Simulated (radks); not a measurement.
Values are calculated unless marked as measured or tabulated.
Species: Er6+. Configuration: [Kr] 4d10 4f10 5s2 5p4.

Level of theory: scalar-relativistic Kohn-Sham, Slater X-alpha with alpha = 0.803, spin-polarised, spherical densities, point nucleus; open shells are filled with parallel spins first (spin-orbit coupling, left out, can overturn this in heavy ions) (a radial shooting solver on a logarithmic mesh with Libxc functionals).

Energy parts (hartree):
part                   energy
total             -13115.4627
kinetic            14224.0929
electron-nucleus  -31958.3759
Hartree             4932.9409
exchange            -314.1207

Orbitals (lengths in bohr, moments of r in powers of bohr; <r^-3> diverges for s and p1/2; r(90%) holds 90 % of the orbital's charge):
1s up: occ. 1; eigenvalue (hartree) -2115.010; <1/r> 77.58; <r^4> 8.628e-07; r(90%) 0.0369
1s down: occ. 1; eigenvalue (hartree) -2115.001; <1/r> 77.58; <r^4> 8.628e-07; r(90%) 0.0369
2s up: occ. 1; eigenvalue (hartree) -358.9271; <1/r> 18.07; <r^4> 0.0001338; r(90%) 0.134
2s down: occ. 1; eigenvalue (hartree) -358.9178; <1/r> 18.07; <r^4> 0.0001338; r(90%) 0.134
2p up: occ. 3; eigenvalue (hartree) -318.1760; <1/r> 16.70; <r^4> 0.0001015; r(90%) 0.125; <r^-3> 14380
2p down: occ. 3; eigenvalue (hartree) -318.1657; <1/r> 16.70; <r^4> 0.0001015; r(90%) 0.125; <r^-3> 14380
3s up: occ. 1; eigenvalue (hartree) -83.32106; <1/r> 6.667; <r^4> 0.005049; r(90%) 0.330
3s down: occ. 1; eigenvalue (hartree) -83.22067; <1/r> 6.672; <r^4> 0.005036; r(90%) 0.330
3p up: occ. 3; eigenvalue (hartree) -70.90647; <1/r> 6.231; <r^4> 0.005322; r(90%) 0.335; <r^-3> 3102
3p down: occ. 3; eigenvalue (hartree) -70.80595; <1/r> 6.237; <r^4> 0.005304; r(90%) 0.335; <r^-3> 3108
3d up: occ. 5; eigenvalue (hartree) -55.33383; <1/r> 5.910; <r^4> 0.004163; r(90%) 0.316; <r^-3> 412.5
3d down: occ. 5; eigenvalue (hartree) -55.25445; <1/r> 5.915; <r^4> 0.004143; r(90%) 0.316; <r^-3> 413.3
4s up: occ. 1; eigenvalue (hartree) -19.30983; <1/r> 2.827; <r^4> 0.1211; r(90%) 0.726
4s down: occ. 1; eigenvalue (hartree) -19.10774; <1/r> 2.826; <r^4> 0.1211; r(90%) 0.726
4p up: occ. 3; eigenvalue (hartree) -15.20364; <1/r> 2.591; <r^4> 0.1587; r(90%) 0.778; <r^-3> 709.1
4p down: occ. 3; eigenvalue (hartree) -15.00331; <1/r> 2.590; <r^4> 0.1586; r(90%) 0.778; <r^-3> 708.1
4d up: occ. 5; eigenvalue (hartree) -9.69119; <1/r> 2.299; <r^4> 0.2383; r(90%) 0.864; <r^-3> 79.87
4d down: occ. 5; eigenvalue (hartree) -9.49095; <1/r> 2.298; <r^4> 0.2382; r(90%) 0.864; <r^-3> 79.76
5s up: occ. 1; eigenvalue (hartree) -5.03647; <1/r> 1.148; <r^4> 3.229; r(90%) 1.65
5s down: occ. 1; eigenvalue (hartree) -4.84300; <1/r> 1.142; <r^4> 3.333; r(90%) 1.66
5p up: occ. 3; eigenvalue (hartree) -3.93856; <1/r> 1.007; <r^4> 5.212; r(90%) 1.86; <r^-3> 120.6
5p down: occ. 1; eigenvalue (hartree) -3.75890; <1/r> 0.9953; <r^4> 5.507; r(90%) 1.89; <r^-3> 117.3
4f up: occ. 7; eigenvalue (hartree) -3.59396; <1/r> 1.814; <r^4> 0.7755; r(90%) 1.15; <r^-3> 12.64
4f down: occ. 3; eigenvalue (hartree) -3.38859; <1/r> 1.810; <r^4> 0.8057; r(90%) 1.15; <r^-3> 12.62

The highest occupied level is 4f down at -92.208 eV. Summed over all electrons, <r^2> = 24.07 bohr^2, which gives a Langevin (diamagnetic) susceptibility term of -19.1 x 10^-6 cm^3/mol. The density falls to 0.001 e/bohr^3 at r = 2.71 bohr. For comparison, the ionisation energy in NIST's Atomic Spectra Database is 114 eV (theoretical). In exact Kohn-Sham theory the highest level is minus the ionisation energy, but local and semilocal functionals leave it too shallow, through self-interaction and a potential that decays too fast; potentials with the right tail come closer.
